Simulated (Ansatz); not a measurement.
CH2O2, SMILES `O[C]O` (excited triplet; H–O–C–O torsion -91°, O–C–O–H torsion -91°) (charge 0, multiplicity 3). This triplet is an excited state, 2.57 eV above the relaxed singlet at the level frozen-core CCSD(T)/cc-pVTZ // PBE0-D3(BJ)/def2-TZVP (Ansatz, a first-principles code).

Cartesian coordinates (Å):
SMILES: O[C]O
```xyz
5

O     -1.0943    -0.3637    -0.2816
C      0.0018    -0.2763     0.4831
O      1.0939     0.4307     0.1646
H     -1.7325     0.3265    -0.0496
H      1.7311    -0.1172    -0.3165
```
Charge 0, spin multiplicity 3.

Frozen-core energies in 6-31g from Ansatz at a geometry from PBE0-D3(BJ)/def2-TZVP; the HF reference has <S^2> = 2.01 and the T1 diagnostic is 0.017.

```json
[
 {"level": "HF", "energy (Ha)": "-188.55267"},
 {"level": "MP2", "energy (Ha)": "-188.84445"},
 {"level": "CCSD", "energy (Ha)": "-188.85926"},
 {"level": "CCSD(T)", "energy (Ha)": "-188.86499"}
]
```

Problem. Estimate the energies of CCSDT and CCSDT(Q), and give each level's difference from CCSDT(Q).

Solution. 
```json
[
 {"level": "MP2", "energy (Ha)": "-188.84445", "difference from CCSDT(Q) (mHa)": "22.16"},
 {"level": "CCSD", "energy (Ha)": "-188.85926", "difference from CCSDT(Q) (mHa)": "7.36"},
 {"level": "CCSD(T)", "energy (Ha)": "-188.86499", "difference from CCSDT(Q) (mHa)": "1.62"},
 {"level": "CCSDT", "energy (Ha)": "-188.86557", "difference from CCSDT(Q) (mHa)": "1.04"},
 {"level": "CCSDT(Q)", "energy (Ha)": "-188.86661", "difference from CCSDT(Q) (mHa)": "0.00"}
]
```
